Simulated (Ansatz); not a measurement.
Cost and result for the atomization energy of Cl₂F₂H₂SSi₂ (`F[Si](F)(Cl)S[SiH2]Cl`) (9 atoms, 8 bonds).

```xyz
9

F     2.592    1.455   -0.553
Si    1.154    1.100   -0.017
F     0.104    1.567   -1.099
Cl    0.834    2.163    1.664
S     1.072   -0.979    0.262
Si   -1.009   -1.323   -0.105
Cl   -2.196   -0.287    1.196
H    -1.378   -0.923   -1.476
H    -1.173   -2.772    0.128
```

Total charge 0; spin multiplicity 1. All single points use the PBE0-D4/def2-TZVP geometry. It is one conformer, not always the lowest. Program: Ansatz. All runs use 2 threads of an AMD EPYC 7R13 on a shared host and a share of an NVIDIA H100 80 GB. Times are those of one run each, without the atoms' runs, and a repeat can differ threefold. Electronic energies, without spin–orbit coupling; frozen cores. CCSD(T)/CBS adds CCSD(T) − MP2 in def2-TZVPP to the MP2 limit, and its time is that of the two runs behind it. T1 = 0.011. B3LYP takes the VWN-RPA correlation (the form of Gaussian; ORCA's B3LYP/G).

CCSD(T)/CBS is a level of theory with its own doubt, some kJ/mol a heavy atom from the limit and from the frozen cores, so smaller differences don't rank the functionals.

| level | functions | wall time |
| --- | --- | --- |
| r2SCAN-D4/def2-TZVPP (with forces) | 300 | 5.5 s |
| B3LYP-D4/def2-TZVPP (with forces) | 300 | 6 s |
| PBE-D4/def2-TZVPP (with forces) | 300 | 6.5 s |
| PBE0-D4/def2-TZVPP | 300 | 8 s |
| B2PLYP/def2-TZVPP | 300 | 9.5 s |
| MP2/def2-QZVPP | 524 | 12 s |
| ωB97X-V/def2-TZVPP | 300 | 12 s |
| ωB97M-V/def2-TZVPP (with forces) | 300 | 13 s |
| CCSD(T)/def2-TZVPP | 300 | 19 s |
| CCSD(T)/CBS(def2) | – | 31 s |

Problem. What atomization energy does each give, and how far from CCSD(T)/CBS? (Estimate.)

Solution. Ansatz gave: 
| level | atomization (kJ/mol) | difference from CCSD(T)/CBS | per bond |
| --- | --- | --- | --- |
| r2SCAN-D4/def2-TZVPP (with forces) | 3310.4 | 8.9 | 1.1 |
| B3LYP-D4/def2-TZVPP (with forces) | 3235.5 | -66.0 | -8.3 |
| PBE-D4/def2-TZVPP (with forces) | 3315.9 | 14.4 | 1.8 |
| PBE0-D4/def2-TZVPP | 3261.6 | -39.9 | -5.0 |
| B2PLYP/def2-TZVPP | 3213.8 | -87.7 | -11.0 |
| MP2/def2-QZVPP | 3384.7 | 83.2 | 10.4 |
| ωB97X-V/def2-TZVPP | 3310.1 | 8.6 | 1.1 |
| ωB97M-V/def2-TZVPP (with forces) | 3306.7 | 5.2 | 0.6 |
| CCSD(T)/def2-TZVPP | 3177.6 | -123.9 | -15.5 |
| CCSD(T)/CBS(def2) | 3301.5 | 0.0 | 0.0 |

From PBE to PBE0 (25 % exact exchange), in def2-TZVPP and without D4, the atomization energy moves by −49.0 kJ/mol: exact exchange takes away binding that semilocal exchange gives to molecules. The D4 term adds +64.2 kJ/mol with B3LYP and +33.9 kJ/mol with PBE0; it sums over pairs of atoms, weighted by their polarisabilities, and B3LYP, whose exchange is more repulsive, gets the larger term. In def2-TZVPP, CCSD(T) changes the Hartree–Fock value by +748.5 kJ/mol (the triples alone add +62.3 kJ/mol) and MP2 by +880.8 kJ/mol; breaking electron pairs costs correlation energy, which Hartree–Fock lacks.
